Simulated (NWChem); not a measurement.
System: C4H4N, doublet; SMILES C1=C[N]C=C1

The following NWChem deck was run.

```
start job
memory heap 200 mb stack 900 mb global 1100 mb
geometry units angstroms noautosym nocenter noautoz
  C      0.688982     0.979917    -0.013661
  C      1.065936    -0.438201    -0.020837
  N     -0.002549    -1.264665    -0.000029
  C     -1.067741    -0.434031     0.020799
  C     -0.685143     0.982652     0.013672
  H      1.372391     1.837948    -0.025108
  H      2.092418    -0.839166    -0.042766
  H     -2.095845    -0.830870     0.042747
  H     -1.365168     1.843398     0.025161
end
basis spherical
  * library def2-svp
end
dft
  odft
  mult 2
  xc b3lyp
  iterations 150
end
cosmo
  do_cosmo_smd true
  solvent etoac
end
task dft energy
```

NWChem printed, in part:

```
             Northwest Computational Chemistry Package (NWChem) 7.3.0
             --------------------------------------------------------

                             Geometry "geometry" -> ""
                             -------------------------

 Output coordinates in angstroms (scale by  1.889725989 to convert to a.u.)

  No.       Tag          Charge          X              Y              Z
 ---- ---------------- ---------- -------------- -------------- --------------
    1 C                    6.0000     0.68898200     0.97991700    -0.01366100
    2 C                    6.0000     1.06593600    -0.43820100    -0.02083700
    3 N                    7.0000    -0.00254900    -1.26466500    -0.00002900
    4 C                    6.0000    -1.06774100    -0.43403100     0.02079900
    5 C                    6.0000    -0.68514300     0.98265200     0.01367200
    6 H                    1.0000     1.37239100     1.83794800    -0.02510800
    7 H                    1.0000     2.09241800    -0.83916600    -0.04276600
    8 H                    1.0000    -2.09584500    -0.83087000     0.04274700
    9 H                    1.0000    -1.36516800     1.84339800     0.02516100

 Effective nuclear repulsion energy (a.u.)     149.8018417222

                                 NWChem DFT Module
                                 -----------------

 Summary of "ao basis" -> "ao basis" (spherical)
 ------------------------------------------------------------------------------
       Tag                 Description            Shells   Functions and Types
 ---------------- ------------------------------  ------  ---------------------
 C                          def2-svp                 6       14   3s2p1d
 N                          def2-svp                 6       14   3s2p1d
 H                          def2-svp                 3        5   2s1p

 in cosmo_initialize ...
 calling solv_data for solv:etoac

 solvent parameters
 solvname_short: etoac
 solvname_long:  ethyl acetate
 dielec:        5.9867
 dielecinf:     1.8832
 nonaqueous SMD model solvent descriptors
 dielec:        5.9867
 sola:          0.0000
 solb:          0.4500
 solc:          0.0000
 solg:         33.6700
 solh:          0.0000
 soln:          1.3723

          ---------------
          -cosmo- solvent
          ---------------
 Cosmo: York-Karplus, doi: 10.1021/jp992097l
 dielectric constant -eps-     =   5.99
 screen = (eps-1)/(eps    )    =   0.83296
 surface charge correction     = lagrangian

   van der Waals surface
 --------------------------

[...]

                                COSMO-SMD solvation results
                                ---------------------------

             internal energy in gas <Psi(g)|H|Psi(g)> =      -209.357456123655
         internal energy in solvent <Psi(s)|H|Psi(s)> =      -209.356427613404
                               delta internal energy  =         0.001028510251 (    0.65 kcal/mol)
   total free energy in solvent <Psi(s)|H+V/2|Psi(s)> =      -209.364754955176
 polarization energy contribution <Psi(s)|V/2|Psi(s)> =        -0.008327341772 (   -5.23 kcal/mol)
    total free energy in solvent including G(SMD-CDS) =      -209.365890881110
                       G(SMD-CDS) energy contribution =        -0.001135925934 (   -0.71 kcal/mol)
     1 M fixed-concentration free energy of solvation =        -0.008434757456 (   -5.29 kcal/mol)

                    DFT Final Alpha Molecular Orbital Analysis
                    ------------------------------------------

 Vector   16  Occ=1.000000D+00  E=-2.814940D-01
              MO Center= -2.4D-03, -1.2D+00, -2.4D-05, r^2= 1.7D+00
   Bfn.  Coefficient  Atom+Function         Bfn.  Coefficient  Atom+Function
  ----- ------------  ---------------      ----- ------------  ---------------
    33      0.494878  3 N  py                36     -0.363219  3 N  py
    31      0.278368  3 N  s                 30      0.217840  3 N  s
    19      0.161660  2 C  py                47      0.161938  4 C  py
     5     -0.153708  1 C  py                61     -0.153508  5 C  py
     3      0.120064  1 C  s                 59      0.120071  5 C  s

 Vector   17  Occ=1.000000D+00  E=-2.625189D-01
              MO Center=  4.8D-04,  2.7D-01, -7.5D-06, r^2= 2.4D+00
   Bfn.  Coefficient  Atom+Function         Bfn.  Coefficient  Atom+Function
  ----- ------------  ---------------      ----- ------------  ---------------
     6      0.349064  1 C  pz                62      0.349011  5 C  pz
    34      0.339342  3 N  pz                37     -0.257707  3 N  pz
     9      0.252716  1 C  pz                65      0.252676  5 C  pz
    20     -0.092241  2 C  pz                48     -0.092484  4 C  pz
    23     -0.081089  2 C  pz                51     -0.081257  4 C  pz

 Vector   18  Occ=1.000000D+00  E=-2.500887D-01
              MO Center= -3.6D-04, -1.6D-01, -1.8D-05, r^2= 2.4D+00
   Bfn.  Coefficient  Atom+Function         Bfn.  Coefficient  Atom+Function
  ----- ------------  ---------------      ----- ------------  ---------------
    20      0.414523  2 C  pz                48     -0.414450  4 C  pz
    23      0.306673  2 C  pz                51     -0.306614  4 C  pz
     6      0.188431  1 C  pz                62     -0.188631  5 C  pz
     9      0.146755  1 C  pz                65     -0.146909  5 C  pz

 Vector   19  Occ=0.000000D+00  E= 2.539585D-02
              MO Center= -1.9D-03, -6.2D-01, -1.6D-05, r^2= 2.4D+00
   Bfn.  Coefficient  Atom+Function         Bfn.  Coefficient  Atom+Function
  ----- ------------  ---------------      ----- ------------  ---------------
    37      0.590549  3 N  pz                34     -0.460435  3 N  pz
    23     -0.455112  2 C  pz                51     -0.455514  4 C  pz
    20     -0.350472  2 C  pz                48     -0.350747  4 C  pz
     9      0.192470  1 C  pz                65      0.193160  5 C  pz
     6      0.141077  1 C  pz                62      0.141521  5 C  pz

 Vector   20  Occ=0.000000D+00  E= 3.311735D-02
              MO Center=  2.0D-03,  7.0D-01, -1.6D-05, r^2= 2.6D+00
   Bfn.  Coefficient  Atom+Function         Bfn.  Coefficient  Atom+Function
  ----- ------------  ---------------      ----- ------------  ---------------
     9      0.676958  1 C  pz                65     -0.676695  5 C  pz
     6      0.415550  1 C  pz                62     -0.415374  5 C  pz
    23     -0.345348  2 C  pz                51      0.344822  4 C  pz
    20     -0.236801  2 C  pz                48      0.236421  4 C  pz

 Vector   21  Occ=0.000000D+00  E= 8.158279D-02
              MO Center=  1.2D-03,  6.4D-01,  1.5D-05, r^2= 8.5D+00
   Bfn.  Coefficient  Atom+Function         Bfn.  Coefficient  Atom+Function
  ----- ------------  ---------------      ----- ------------  ---------------
    72      1.018906  6 H  s                 87      1.019000  9 H  s
    77      0.979525  7 H  s                 82      0.979437  8 H  s
    17     -0.742337  2 C  s                 45     -0.742286  4 C  s
     3     -0.652172  1 C  s                 59     -0.652298  5 C  s
     8     -0.331497  1 C  py                64     -0.332384  5 C  py

                     DFT Final Beta Molecular Orbital Analysis
                     -----------------------------------------

 Vector   15  Occ=1.000000D+00  E=-3.857544D-01
              MO Center=  4.2D-04,  2.6D-01, -2.2D-06, r^2= 3.2D+00
   Bfn.  Coefficient  Atom+Function         Bfn.  Coefficient  Atom+Function
  ----- ------------  ---------------      ----- ------------  ---------------
     5      0.266989  1 C  py                61     -0.267092  5 C  py
    18      0.226379  2 C  px                46      0.227223  4 C  px
    19     -0.206867  2 C  py                47      0.205987  4 C  py
    76      0.205033  7 H  s                 81     -0.205039  8 H  s
    71      0.190870  6 H  s                 86     -0.190862  9 H  s

 Vector   16  Occ=1.000000D+00  E=-2.828230D-01
              MO Center= -2.4D-03, -1.1D+00, -2.4D-05, r^2= 1.7D+00
   Bfn.  Coefficient  Atom+Function         Bfn.  Coefficient  Atom+Function
  ----- ------------  ---------------      ----- ------------  ---------------
    33      0.498100  3 N  py                36     -0.361699  3 N  py
    31      0.271619  3 N  s                 30      0.209752  3 N  s
    19      0.162998  2 C  py                47      0.163273  4 C  py
     5     -0.155758  1 C  py                61     -0.155549  5 C  py
     3      0.116432  1 C  s                 59      0.116430  5 C  s

[...]
```

Level: B3LYP/def2-SVP, spin-unrestricted, SMD on the gas-phase geometry. Structure relaxed at the PBE-D3(BJ)/def2-SVP, spin-unrestricted level. No stability test was run on the SCF state. Solvent: ethyl acetate.
